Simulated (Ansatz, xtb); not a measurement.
## Relative energy of two isomers of C5H11FS

Structure a is `CSCC[C@H](C)F`, a singlet and structure b is `C[C@@H](F)C[C@@H](C)S`, a singlet. Both are isolated molecules in the gas phase, relaxed with B3LYP-D3(BJ)/def2-SVP; each stands in its lowest conformer found.

a (Å):

```yaml
atoms:
  - { symbol: C, position_ang: [0.0156, 0.9017, 3.0030] }
  - { symbol: C, position_ang: [-1.0168, 2.3144, 0.8191] }
  - { symbol: C, position_ang: [-0.6916, 1.3007, -0.2783] }
  - { symbol: C, position_ang: [-1.9010, 0.5022, -0.7408] }
  - { symbol: C, position_ang: [-1.5937, -0.5004, -1.8354] }
  - { symbol: F, position_ang: [-2.8557, 1.4055, -1.2222] }
  - { symbol: S, position_ang: [-1.5606, 1.5920, 2.4100] }
  - { symbol: H, position_ang: [-0.1787, 0.4716, 3.9958] }
  - { symbol: H, position_ang: [0.7805, 1.6879, 3.1022] }
  - { symbol: H, position_ang: [0.3938, 0.1030, 2.3470] }
  - { symbol: H, position_ang: [-0.1571, 2.9763, 1.0098] }
  - { symbol: H, position_ang: [-1.8559, 2.9469, 0.4940] }
  - { symbol: H, position_ang: [0.0905, 0.6003, 0.0591] }
  - { symbol: H, position_ang: [-0.2767, 1.8395, -1.1489] }
  - { symbol: H, position_ang: [-2.3561, -0.0005, 0.1304] }
  - { symbol: H, position_ang: [-1.1451, 0.0023, -2.7069] }
  - { symbol: H, position_ang: [-2.5157, -1.0038, -2.1621] }
  - { symbol: H, position_ang: [-0.8899, -1.2658, -1.4731] }
```

b (Å):

```yaml
atoms:
  - { symbol: C, position_ang: [-2.2705, -1.3114, -0.3152] }
  - { symbol: C, position_ang: [-2.1058, 0.1928, -0.4078] }
  - { symbol: C, position_ang: [-0.9302, 0.7325, 0.3910] }
  - { symbol: C, position_ang: [-0.7667, 2.2541, 0.3233] }
  - { symbol: C, position_ang: [0.2566, 2.7718, 1.3296] }
  - { symbol: F, position_ang: [-3.2704, 0.7974, 0.0808] }
  - { symbol: S, position_ang: [-0.4015, 2.8532, -1.3871] }
  - { symbol: H, position_ang: [-1.3971, -1.8235, -0.7478] }
  - { symbol: H, position_ang: [-3.1678, -1.6313, -0.8653] }
  - { symbol: H, position_ang: [-2.3761, -1.6271, 0.7349] }
  - { symbol: H, position_ang: [-2.0060, 0.5091, -1.4601] }
  - { symbol: H, position_ang: [-1.0725, 0.4426, 1.4477] }
  - { symbol: H, position_ang: [-0.0033, 0.2405, 0.0485] }
  - { symbol: H, position_ang: [-1.7487, 2.7078, 0.5301] }
  - { symbol: H, position_ang: [0.3460, 3.8661, 1.2775] }
  - { symbol: H, position_ang: [-0.0346, 2.4919, 2.3560] }
  - { symbol: H, position_ang: [1.2525, 2.3394, 1.1351] }
  - { symbol: H, position_ang: [0.8307, 2.2958, -1.4712] }
```

Task: Which of the two would you expect CCSD(T)/def2-SVP + ΔMP2/def2-TZVPP electronic energies to favour?

Result: Structure b; the calculation gives E(b) − E(a) = −14.3 kJ/mol.

The same difference at several levels:

```
                             level               geometry  E(b) − E(a) (kJ/mol)  departure from the last row (kJ/mol)  job, with rough time for the two
                          GFN2-xTB               GFN2-xTB                   −23.6                                  −9.3              optimisation, 0.24 s
                         HF/STO-3G               GFN2-xTB                   +13.7                                 +28.1               single point, 0.5 s
                r2SCAN-D4/def2-SVP               GFN2-xTB                   −18.1                                  −3.7               single point, 5.3 s
             B3LYP-D3(BJ)/def2-SVP  B3LYP-D3(BJ)/def2-SVP                   −16.2                                  −1.9                optimisation, 61 s
                       HF/def2-SVP  B3LYP-D3(BJ)/def2-SVP                   −18.8                                  −4.5           part of the CCSD(T) run
                      MP2/def2-SVP  B3LYP-D3(BJ)/def2-SVP                   −25.4                                 −11.0           part of the CCSD(T) run
                  CCSD(T)/def2-SVP  B3LYP-D3(BJ)/def2-SVP                   −25.6                                 −11.3                      single point
CCSD(T)/def2-SVP + ΔMP2/def2-TZVPP  B3LYP-D3(BJ)/def2-SVP                   −14.3                                                   single point, 2.4 min
```

As drawn, b has 1 C–C, 1 S–H in place of 1 C–S, 1 C–H.

HF/STO-3G puts the two in the other order. The largest departure from CCSD(T)/def2-SVP + ΔMP2/def2-TZVPP is that of HF/STO-3G, 28.1 kJ/mol. The last row adds to CCSD(T) the change of the MP2 difference between the two basis sets, here +11.3 kJ/mol.

With thermal terms from frequencies at re-optimised GFN2-xTB minima (ideal gas, soft modes damped towards free rotors, one conformer each, 298.15 K, 1 atm): on the last row, ΔE + ΔZPE = −18.4, ΔH = −18.8, ΔG = −16.6 kJ/mol.

The correlated steps freeze 11 core orbitals. Run with Ansatz 0.2.0, xtb 6.7.1; the last row on 4 threads of Arm Neoverse V1 on a shared host.
